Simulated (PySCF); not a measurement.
Compound: C7H11P.
Cartesian coordinates in Å at the GFN2-xTB level; atoms count from 1:
```xyz
19
C7H11P angstrom
P      2.514    1.539    1.769
C      1.737    1.089    0.503
C      0.996    0.662   -0.662
C      0.929   -0.872   -0.730
C      0.115   -1.430    0.433
C     -1.293   -0.843    0.430
C     -1.232    0.679    0.515
C     -0.425    1.251   -0.645
H      1.523    1.033   -1.553
H      0.462   -1.160   -1.675
H      1.940   -1.284   -0.711
H      0.068   -2.518    0.360
H      0.612   -1.176    1.373
H     -1.863   -1.239    1.272
H     -1.806   -1.137   -0.490
H     -2.242    1.096    0.501
H     -0.761    0.971    1.456
H     -0.915    1.008   -1.591
H     -0.368    2.339   -0.562
```

IAO charges (e) from the PBE0/pcSseg-1 density (PySCF), one withheld:

```csv
atom,bonded to,charge
P1,C2,+0.1772
C2,P1 C3,-0.2871
C3,C2 C4 C8 H9,?
C4,C3 C5 H10 H11,-0.2473
C5,C4 C6 H12 H13,-0.2572
C6,C5 C7 H14 H15,-0.2552
C7,C6 C8 H16 H17,-0.2573
C8,C7 C3 H18 H19,-0.2472
H9,C3,+0.1633
H10,C4,+0.1302
H11,C4,+0.1414
H12,C5,+0.1353
H13,C5,+0.1343
H14,C6,+0.1350
H15,C6,+0.1219
H16,C7,+0.1353
H17,C7,+0.1343
H18,C8,+0.1302
H19,C8,+0.1415
```

(1) What is the charge on C3?

(2) Add each hydrogen's charge to the atom that carries it.

(3) Across which bond do the charges differ most?

(4) Take the bonds between elements whose Pauling electronegativities differ by more than 0.25. In how many does the more electronegative atom carry the lower charge?

(5) How much positive and how much negative charge does this set hold in all?

## Answers

(1) The charges add up to the total charge, 0. The others sum to +0.1286, which leaves -0.1286 e for C3 (sp3 CH carbon); the computed value is -0.1285, the difference coming from rounding.

(2) C3 +0.0348, C4 +0.0243, C5 +0.0124, C6 +0.0017, C7 +0.0123, C8 +0.0245. Atoms without hydrogen keep their charges.

(3) P1–C2: +0.1772 on P1 against -0.2871 on C2, a difference of 0.4643 e. The lower charge is on the more electronegative element of the two (Pauling values: C 2.55, P 2.19).

(4) In 12 of 12.

(5) +1.6799 e on 12 atoms and -1.6798 e on 7.

The IAO scheme projects the occupied orbitals on a minimal set of polarised atomic orbitals and counts the electrons in each atom's part of it. One conformer (not necessarily the lowest) at the GFN2-xTB geometry, without solvent, vibrations or thermal averaging.
